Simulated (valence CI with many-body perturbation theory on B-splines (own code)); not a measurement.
# E1 transitions of Pt LXXIV

Calculated by valence CI with perturbative core correlation (CI+MBPT): three valence electrons over a frozen Dirac-Fock core [He], radial functions for each j: 11 s, 11 p, 9 d, 7 f, 5 g, 2 h, 1 i, with the one-electron correlation potential Σ1, the two-electron term Σ2, the three-electron term Σ3, Breit, model QED; selected CI, second order for the rest (own B-spline code, finite nucleus).

The last digits are not significant, and no measured levels were compared; by estimate large intervals hold to a few tenths of a per cent, small ones and those within an open d or f shell to about a per cent.

Lines 101 to 150 of 290 in falling wavelength, among levels below 1127.6 Ry, chosen from the strongest by gf and those to the six lowest levels. Wavelengths and rates use the calculated energies. Electric multipoles are in the length gauge, E1 and E2 with the static RPA response of the core. Weak lines are less certain than strong ones. Lines between different terms over intervals too small for the method are left out, as are lines whose strength nearly cancels. The highest levels of a list are the least certain.

Levels are named by their leading jj configuration (3d3/2^4 stands for four electrons in 3d with j = 3/2), which in mixed levels can hold well under half, so a name can repeat and another be missing. Letters in brackets count levels of one name in rising energy.

| λ vac (Å) | Upper | Lower | A (s⁻¹) | S (a.u.) with core polarisation | S without |
| --- | --- | --- | --- | --- | --- |
| 5.683 | (2p1/2 2p3/2 3p1/2) J=3/2 [a] | (2s 2p1/2 3p1/2) J=1/2 [a] | 8.41e+12 | 3.05e-03 | 3.05e-03 |
| 5.683 | (2s 2p3/2 3p3/2) J=3/2 [b] | (2s^2 3p3/2) J=3/2 | 1.93e+13 | 7.00e-03 | 7.00e-03 |
| 5.680 | (2s 2p3/2 3s) J=3/2 [b] | (2s^2 3s) J=1/2 | 1.91e+13 | 6.90e-03 | 6.91e-03 |
| 5.680 | (2s 2p3/2 3d3/2) J=1/2 [b] | (2s^2 3d3/2) J=3/2 | 2.05e+13 | 3.71e-03 | 3.71e-03 |
| 5.675 | (2p1/2 2p3/2 3d5/2) J=5/2 [a] | (2s 2p1/2 3d5/2) J=5/2 [a] | 5.31e+12 | 2.87e-03 | 2.88e-03 |
| 5.673 | (2s 2p3/2 3d5/2) J=3/2 [b] | (2s^2 3d5/2) J=5/2 | 1.59e+13 | 5.74e-03 | 5.75e-03 |
| 5.671 | (2p1/2 2p3/2 3s) J=3/2 [a] | (2s 2p1/2 3s) J=1/2 [a] | 1.17e+13 | 4.21e-03 | 4.21e-03 |
| 5.671 | (2s 2p3/2 3p3/2) J=1/2 [b] | (2s^2 3p3/2) J=3/2 | 1.88e+13 | 3.39e-03 | 3.39e-03 |
| 5.648 | (2s 2p1/2 2p3/2) J=1/2 | (2s^2 2p1/2) J=1/2 | 2.14e+13 | 3.81e-03 | 3.82e-03 |
| 5.643 | (2s 2p1/2 2p3/2) J=3/2 [b] | (2s^2 2p1/2) J=1/2 | 1.98e+13 | 7.02e-03 | 7.03e-03 |
| 5.639 | (2p1/2 2p3/2^2) J=3/2 | (2s 2p1/2 2p3/2) J=5/2 | 1.67e+12 | 5.93e-04 | 5.93e-04 |
| 5.628 | (2p1/2 2p3/2^2) J=1/2 | (2s 2p1/2 2p3/2) J=3/2 [b] | 2.18e+13 | 3.84e-03 | 3.84e-03 |
| 5.623 | (2p1/2 2p3/2^2) J=1/2 | (2s 2p1/2 2p3/2) J=1/2 | 1.03e+13 | 1.81e-03 | 1.82e-03 |
| 5.618 | (2p1/2^2 2p3/2) J=3/2 | (2s 2p1/2^2) J=1/2 | 1.48e+13 | 5.19e-03 | 5.19e-03 |
| 5.611 | (2s 2p3/2^2) J=1/2 | (2s^2 2p3/2) J=3/2 | 1.67e+13 | 2.91e-03 | 2.91e-03 |
| 5.609 | (2s 2p3/2^2) J=3/2 | (2s^2 2p3/2) J=3/2 | 3.13e+13 | 1.09e-02 | 1.09e-02 |
| 5.582 | (2p1/2 2p3/2^2) J=5/2 | (2s 2p1/2 2p3/2) J=5/2 | 1.44e+13 | 7.40e-03 | 7.41e-03 |
| 5.534 | (2p1/2 2p3/2^2) J=3/2 | (2s 2p1/2 2p3/2) J=3/2 [a] | 1.55e+13 | 5.18e-03 | 5.19e-03 |
| 5.479 | (2p1/2 2p3/2^2) J=5/2 | (2s 2p1/2 2p3/2) J=3/2 [a] | 3.12e+11 | 1.52e-04 | 1.52e-04 |
| 5.465 | (2p3/2^3) J=3/2 | (2s 2p3/2^2) J=5/2 | 8.56e+12 | 2.76e-03 | 2.76e-03 |
| 5.331 | (2p1/2 2p3/2^2) J=1/2 | (2s 2p1/2 2p3/2) J=3/2 [a] | 2.82e+11 | 4.21e-05 | 4.22e-05 |
| 1.235 | (2s 2p1/2 3s) J=1/2 [a] | (2s 2p1/2 2p3/2) J=1/2 | 1.30e+13 | 2.42e-05 | 2.42e-05 |
| 1.233 | (2s^2 3p1/2) J=1/2 | (2s 2p1/2 2p3/2) J=3/2 [a] | 2.48e+12 | 4.58e-06 | 4.57e-06 |
| 1.231 | (2s 2p1/2 3s) J=3/2 | (2s 2p1/2 2p3/2) J=1/2 | 7.81e+12 | 2.88e-05 | 2.87e-05 |
| 1.227 | (2p1/2 2p3/2 3s) J=5/2 | (2p1/2 2p3/2^2) J=5/2 | 1.44e+14 | 7.90e-04 | 7.89e-04 |
| 1.227 | (2s 2p1/2 3s) J=1/2 [b] | (2s 2p1/2 2p3/2) J=1/2 | 1.15e+14 | 2.09e-04 | 2.09e-04 |
| 1.226 | (2p1/2 2p3/2 3s) J=3/2 [b] | (2p1/2 2p3/2^2) J=5/2 | 2.13e+14 | 7.76e-04 | 7.75e-04 |
| 1.222 | (2s 2p1/2 3s) J=3/2 | (2s 2p1/2 2p3/2) J=5/2 | 2.34e+14 | 8.42e-04 | 8.41e-04 |
| 1.222 | (2s 2p3/2 3s) J=5/2 | (2s 2p3/2^2) J=5/2 | 1.48e+14 | 7.98e-04 | 7.97e-04 |
| 1.220 | (2s 2p1/2 3s) J=1/2 [a] | (2s 2p1/2 2p3/2) J=3/2 [a] | 2.69e+14 | 4.83e-04 | 4.82e-04 |
| 1.219 | (2s^2 3s) J=1/2 | (2s^2 2p3/2) J=3/2 | 3.04e+14 | 5.43e-04 | 5.42e-04 |
| 1.218 | (2s 2p3/2 3s) J=3/2 [a] | (2s 2p3/2^2) J=5/2 | 2.29e+14 | 8.17e-04 | 8.15e-04 |
| 1.217 | (2s 2p1/2 3s) J=3/2 | (2s 2p1/2 2p3/2) J=3/2 [a] | 1.90e+13 | 6.75e-05 | 6.74e-05 |
| 1.213 | (2s 2p1/2 3s) J=1/2 [b] | (2s 2p1/2 2p3/2) J=3/2 [a] | 4.20e+12 | 7.39e-06 | 7.38e-06 |
| 1.177 | (2s 2p1/2 3p1/2) J=1/2 [b] | (2s^2 2p3/2) J=3/2 | 2.08e+12 | 3.35e-06 | 3.34e-06 |
| 1.155 | (2s 2p1/2 3d3/2) J=3/2 [a] | (2s 2p1/2 2p3/2) J=1/2 | 1.15e+13 | 3.50e-05 | 3.50e-05 |
| 1.151 | (2p1/2 2p3/2 3d3/2) J=5/2 [a] | (2p1/2 2p3/2^2) J=5/2 | 1.57e+14 | 7.09e-04 | 7.10e-04 |
| 1.151 | (2p1/2^2 3d3/2) J=3/2 | (2p1/2^2 2p3/2) J=3/2 | 3.32e+14 | 9.98e-04 | 9.98e-04 |
| 1.149 | (2s 2p1/2 3d3/2) J=3/2 [b] | (2s 2p1/2 2p3/2) J=1/2 | 3.60e+13 | 1.08e-04 | 1.08e-04 |
| 1.149 | (2s 2p1/2 3d3/2) J=1/2 | (2s 2p1/2 2p3/2) J=1/2 | 1.73e+14 | 2.58e-04 | 2.58e-04 |
| 1.148 | (2p1/2 2p3/2 3d3/2) J=3/2 [a] | (2p1/2 2p3/2^2) J=3/2 | 1.97e+14 | 5.90e-04 | 5.90e-04 |
| 1.147 | (2p1/2 2p3/2 3d3/2) J=3/2 [b] | (2p1/2 2p3/2^2) J=5/2 | 2.72e+14 | 8.09e-04 | 8.09e-04 |
| 1.146 | (2s 2p1/2 3d3/2) J=3/2 [a] | (2s 2p1/2 2p3/2) J=5/2 | 8.44e+12 | 2.51e-05 | 2.51e-05 |
| 1.143 | (2s 2p1/2 3d3/2) J=5/2 | (2s 2p1/2 2p3/2) J=5/2 | 3.19e+14 | 1.41e-03 | 1.41e-03 |
| 1.142 | (2s 2p1/2 3d3/2) J=3/2 [a] | (2s 2p1/2 2p3/2) J=3/2 [a] | 1.64e+14 | 4.83e-04 | 4.83e-04 |
| 1.142 | (2s 2p3/2 3d3/2) J=5/2 [a] | (2s 2p3/2^2) J=5/2 | 1.76e+14 | 7.76e-04 | 7.76e-04 |
| 1.141 | (2s 2p3/2 3d3/2) J=3/2 [a] | (2s 2p3/2^2) J=5/2 | 3.12e+14 | 9.16e-04 | 9.17e-04 |
| 1.141 | (2s 2p1/2 3d3/2) J=3/2 [b] | (2s 2p1/2 2p3/2) J=5/2 | 7.51e+13 | 2.20e-04 | 2.20e-04 |
| 1.139 | (2s^2 3d3/2) J=3/2 | (2s^2 2p3/2) J=3/2 | 3.43e+14 | 1.00e-03 | 1.00e-03 |
| 1.139 | (2s 2p1/2 3d3/2) J=5/2 | (2s 2p1/2 2p3/2) J=3/2 [a] | 2.47e+13 | 1.08e-04 | 1.08e-04 |
